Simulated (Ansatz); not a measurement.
Ligand exchange: CuBr + GeH3I → CuI + GeH3Br

Species: CuBr (copper(i) bromide), singlet; GeH3I `[GeH3][I]`, singlet; CuI, singlet; GeH3Br `[GeH3][Br]`, singlet. The partners trade Br for I: Cu–Br and Ge–I bonds give way to Cu–I and Ge–Br.

Shapes, held fixed at every level: PBE0-D4/def2-TZVP. Programs: Ansatz 0.2.0. The zero-point and thermal change to 298 K, harmonic and unscaled (PBE0-D4/def2-TZVP), is +0.5 kJ/mol.

| level | kind | ΔH(298 K) (kJ/mol) | CPU time (sum over the molecules) |
| --- | --- | --- | --- |
| HF/def2-TZVPP | Hartree–Fock | -20.1 | – |
| SPW92/def2-TZVPP | LDA | -18.1 | 6 s |
| r2SCAN-D4/def2-TZVPP | meta-GGA | -17.5 | 21 s |
| PBE0-D4/def2-TZVPP | global hybrid | -17.7 | 12 s |
| r2SCAN0-D4/def2-TZVPP | global hybrid | -17.9 | 21 s |
| wB97X-V/def2-TZVPP | range-separated hybrid | -16.7 | 31 s |
| wB97M-V/def2-TZVPP | range-separated hybrid | -17.5 | 50 s |

wB97M-V/def2-TZVPP gives ΔH(298 K) = -17.5 kJ/mol; the levels span -20.1 to -16.7. The median of the levels is -17.7. No measured value is set beside it here. For atoms past krypton def2 sets carry core potentials with scalar relativity. Relativity is left out for Br, Cu, Ge. Times are processor times on shared x86 and Arm servers, and rough.
